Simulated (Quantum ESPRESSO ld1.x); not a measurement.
Species: Ce I. Configuration: [Xe] 4f1 5d1 6s2 (the NIST ground configuration). Calculated with ld1.x of Quantum ESPRESSO 7.5: Dirac Kohn-Sham, PBE, spin-unpolarised, spherical densities, point nucleus; open shells fill j = l - 1/2 first.

Normalised radial functions P(r) = r R(r) (large component), r in bohr:

```
   r/bohr * 4d5/2 (the largest magnitude, 1.29, reaches the edge; | marks zero)
 0.003453                             *
  0.00402                             *
 0.004718                             *
 0.005492                             *
 0.006394                             *
 0.007443                             *
 0.008735                             *
  0.01017                             *
  0.01184                             *
  0.01378                             *
  0.01617                             *
  0.01883                             *
  0.02192                             *
  0.02552                             |*
   0.0297                             |*
  0.03486                             | *
  0.04058                             | *
  0.04724                             |  *
    0.055                             |   *
  0.06454                             |     *
  0.07514                             |      *
  0.08747                             |        *
   0.1018                             |          *
   0.1195                             |            *
   0.1391                             |              *
    0.162                             |              *
   0.1885                             |              *
   0.2213                             |           *
   0.2576                             |       *
   0.2999                             |*
   0.3491                       *     |
   0.4097               *             |
   0.4769        *                    |
   0.5552    *                        |
   0.6463  *                          |
   0.7524   *                         |
    0.883       *                     |
    1.028            *                |
    1.197                 *           |
    1.393                     *       |
    1.635                         *   |
    1.903                           * |
    2.216                            *|
    2.579                             *
    3.027                             *
    3.524                             *
    4.102                             *
    4.776                             *
    5.604                             *
    6.524                             *
    7.596                             *
    8.842                             *
    10.38                             *
    12.08                             *
    14.06                             *
```

4d5/2: eigenvalue -108.89 eV, 1 radial node at r = 0.309 bohr, <r> = 0.748 bohr, 90 % of the charge inside 1.12 bohr.
